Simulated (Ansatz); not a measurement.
Consider the isomerisation: `CO[SiH2]CN` → `COC(N)[SiH3]`.

Calculated with Ansatz (gas phase, PBE0-D4/def2-TZVP geometries, no zero-point term in ΔE). CBS: MP2 limit from def2 TZ/QZ plus the TZ coupled-cluster correction, frozen cores. DFT in def2-TZVPP. B3LYP here is the variant with VWN-RPA as its local correlation; programs differ in this. Each species was taken in one conformer, which may not be the lowest.

```csv
level,ΔE (kJ/mol)
r2SCAN-D4,146.1
PBE0-D4,143.1
r2SCAN,146.1
B3LYP,148.1
SCS-MP2/def2-TZVPP,155.0
HF/def2-QZVPP,163.3
HF/CBS(def2),163.5
MP2/CBS(def2),159.1
```

Question: What does CCSD(T)/CBS give? (Best estimate.)

Answer: Computed: +152.4 kJ/mol. The listed levels differ from it by -6.3, -9.3, -6.3, -4.3, 2.6, 10.9, 11.1, 6.7 kJ/mol.

Largest T1 diagnostic among the species: 0.012.

In def2-TZVPP, CCSD(T) changes the Hartree–Fock value by −12.8 kJ/mol (the triples alone add −3.4 kJ/mol) and MP2 by −6.1 kJ/mol. From PBE to PBE0 (25 % exact exchange), in def2-TZVPP and without D4, ΔE moves by +8.0 kJ/mol.
